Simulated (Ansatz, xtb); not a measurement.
## Two structures of FH3Si2Sn

Structure a: `F[Si@H]1[SiH2][Sn]1`, a singlet. Structure b: a triplet given by its coordinates. Both are isolated molecules in the gas phase, relaxed with PBE0-D3(BJ)/def2-SVP.

a (Å):

```xyz
7

F     0.9471    3.6647   -0.0264
Si    1.4395    2.4941    1.0021
Si    2.1993    0.4169    0.5395
Sn    3.7582    1.9594    2.1497
H     0.4571    2.3946    2.1309
H     1.5330   -0.9171    0.6260
H     3.2227    0.4478   -0.5634
```

b (Å):

```yaml
atoms:
  - { symbol: F, position_ang: [0.6503, 3.0879, 1.9136] }
  - { symbol: Si, position_ang: [2.0664, 2.7014, 1.1793] }
  - { symbol: Si, position_ang: [1.7750, 0.4321, 0.5999] }
  - { symbol: Sn, position_ang: [3.9839, 4.3330, 0.8524] }
  - { symbol: H, position_ang: [0.6041, 0.2833, -0.3193] }
  - { symbol: H, position_ang: [1.5296, -0.3851, 1.8287] }
  - { symbol: H, position_ang: [3.0115, -0.0530, -0.0840] }
```

Close contacts (Å): F1–Si2 1.64, Si2–Si3 2.36, Si2–Sn4 2.54, Si3–H5 1.50, Si3–H6 1.50, Si3–H7 1.49.

Q: Which of the two would you expect CCSD(T)/def2-SVP + ΔMP2/def2-TZVPP electronic energies to favour?

A: Structure a; the calculation gives E(b) − E(a) = +9.6 kcal/mol.

The same difference at several levels:

```
                             level              geometry  E(b) − E(a) (kcal/mol)  departure from the last row (kcal/mol)  job, with rough time for the two
              PBE0-D3(BJ)/def2-SVP  PBE0-D3(BJ)/def2-SVP                      +7.6                                    −2.1             optimisation, 2.3 min
                       HF/def2-SVP  PBE0-D3(BJ)/def2-SVP                      −8.6                                   −18.2           part of the CCSD(T) run
                      MP2/def2-SVP  PBE0-D3(BJ)/def2-SVP                      +7.0                                    −2.7           part of the CCSD(T) run
                  CCSD(T)/def2-SVP  PBE0-D3(BJ)/def2-SVP                      +6.1                                    −3.5                      single point
CCSD(T)/def2-SVP + ΔMP2/def2-TZVPP  PBE0-D3(BJ)/def2-SVP                      +9.6                                                        single point, 50 s
```

HF/def2-SVP puts the two in the other order. The largest departure from CCSD(T)/def2-SVP + ΔMP2/def2-TZVPP is that of HF/def2-SVP, 18.2 kcal/mol. Levels run at GFN2-xTB geometries aren't shown. The last row adds to CCSD(T) the change of the MP2 difference between the two basis sets, here +3.5 kcal/mol, a large step that makes the value less sure.

With harmonic frequencies from PBE0-D3(BJ)/def2-SVP (ideal gas, rigid rotor, one conformer each, 298.15 K, 1 atm): the zero-point term adds +0.4 kcal/mol; ΔH is +10.2 and ΔG +8.3 kcal/mol.

Open shells are spin-unrestricted. The correlated steps freeze 15 core orbitals; the filled d shell of Sn is correlated, in a basis made for valence electrons. Atoms past krypton carry core potentials in the def2 sets and no spin–orbit term is included. ΔG holds the spin degeneracy. Mirror images aren't counted in ΔG. Programs: Ansatz 0.2.0; the last row on 1 thread of Intel(R) Xeon(R) 6975P-C (Granite Rapids) on a shared host.
